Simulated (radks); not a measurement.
The numbers below are computed, except where a source is named.
Spin polarisation of the 6s1 shell in Lu2+. Start: [Xe] 4f14 6s(up 0.5, down 0.5); electrons of 6s are moved from spin down to spin up, other shells keep equal spins. Level of theory: scalar-relativistic Kohn-Sham, PBE, spin-polarised, spherical densities, point nucleus (a radial shooting solver on a logarithmic mesh with Libxc functionals).

moment (Bohr magnetons),E - E(0) (eV),e(6s up) (eV),e(6s down) (eV),4f down minus up (eV),5p down minus up (eV),5s down minus up (eV)
0,0.000,-17.587,-17.587,0.000,0.000,0.000
0.25,-0.014,-17.697,-17.478,0.011,0.048,0.026
0.5,-0.054,-17.805,-17.373,0.023,0.096,0.052
0.75,-0.122,-17.910,-17.257,0.034,0.144,0.078
1,-0.224,-18.007,-16.915,0.045,0.192,0.103

At moment 1 the spin-polarisation energy is -0.224 eV and the 6s exchange splitting 1.093 eV, that is 1.093 eV per Bohr magneton; E = -I m^2/4 would give I = 0.896 eV.
